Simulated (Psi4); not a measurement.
Method: SAPT0/jun-cc-pVDZ, frozen core (Psi4).

Psi4 input:

```
molecule {
0 1
C -0.00000004 0.00000139 -0.00000072
H -0.64173852 0.87346202 -0.10712029
H -0.46104280 -0.85239190 -0.49709397
H 0.13353996 -0.22492083 1.05726655
H 0.96924139 0.20384932 -0.45305157
--
0 1
C 3.01543935 -1.80264840 -0.44874759
N 3.82914261 -1.21470038 -1.00186630
H 2.25811931 -2.34984994 0.06599934
units angstrom
symmetry c1
no_reorient
no_com
}
set basis jun-cc-pvdz
set scf_type df
set freeze_core true
energy('sapt0')
```

Part of the output:

```
    SAPT Results
  --------------------------------------------------------------------------------------------------------
    Electrostatics                 -0.95188115 [mEh]      -0.59731444 [kcal/mol]      -2.49916361 [kJ/mol]
      Elst10,r                     -0.95188115 [mEh]      -0.59731444 [kcal/mol]      -2.49916361 [kJ/mol]

    Exchange                        1.99725178 [mEh]       1.25329442 [kcal/mol]       5.24378383 [kJ/mol]
      Exch10                        1.99725178 [mEh]       1.25329442 [kcal/mol]       5.24378383 [kJ/mol]
      Exch10(S^2)                   1.99337508 [mEh]       1.25086175 [kcal/mol]       5.23360555 [kJ/mol]

    Induction                      -0.30551072 [mEh]      -0.19171087 [kcal/mol]      -0.80211829 [kJ/mol]
      Ind20,r                      -0.50873424 [mEh]      -0.31923555 [kcal/mol]      -1.33568155 [kJ/mol]
      Exch-Ind20,r                  0.33268207 [mEh]       0.20876115 [kcal/mol]       0.87345665 [kJ/mol]
      delta HF,r (2)               -0.12945855 [mEh]      -0.08123647 [kcal/mol]      -0.33989338 [kJ/mol]

    Dispersion                     -1.19394852 [mEh]      -0.74921401 [kcal/mol]      -3.13471140 [kJ/mol]
      Disp20                       -1.31675321 [mEh]      -0.82627511 [kcal/mol]      -3.45713507 [kJ/mol]
      Exch-Disp20                   0.12280469 [mEh]       0.07706110 [kcal/mol]       0.32242366 [kJ/mol]
      Disp20 (SS)                  -0.65837660 [mEh]      -0.41313756 [kcal/mol]      -1.72856753 [kJ/mol]
      Disp20 (OS)                  -0.65837660 [mEh]      -0.41313756 [kcal/mol]      -1.72856753 [kJ/mol]
      Exch-Disp20 (SS)              0.06996838 [mEh]       0.04390582 [kcal/mol]       0.18370196 [kJ/mol]
      Exch-Disp20 (OS)              0.05283631 [mEh]       0.03315528 [kcal/mol]       0.13872170 [kJ/mol]

  Total HF                          0.73985992 [mEh]       0.46426911 [kcal/mol]       1.94250194 [kJ/mol]
  Total SAPT0                      -0.45408860 [mEh]      -0.28494490 [kcal/mol]      -1.19220946 [kJ/mol]
```
